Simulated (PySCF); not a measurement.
Input file for PySCF: R-B3LYP/6-311+G** on AlH3O3 (SMILES [OH][Al]([OH])[OH]), a point of a torsion scan.

```python
from pyscf import gto, scf, dft, mp
from pyscf.data.elements import chemcore

mol = gto.M(
    atom='''
    O    -1.41901988   -0.70733427   -0.11842985
    Al   -0.20233616   -0.13169332   -1.05927275
    O     0.95473023   -1.12702467   -1.72033279
    O    -0.12779485    1.49354325   -1.38961533
    H    -1.97764473   -0.83788257    0.62997722
    H     1.13550539   -2.05663327   -1.71691427
    H     0.46388735    2.02025805   -1.90939357
    ''',
    basis='6-311+g**',
    charge=0, spin=0, verbose=3, max_memory=1800)
mf = dft.RKS(mol, xc='b3lyp')
mf.conv_tol = 1e-8
mf.max_cycle = 100
mf.kernel()
if not mf.converged:
    mf = mf.newton().run(mf.mo_coeff, mf.mo_occ)
```

Question: What total energy does the run end on?

Answer: -470.1778 hartree.
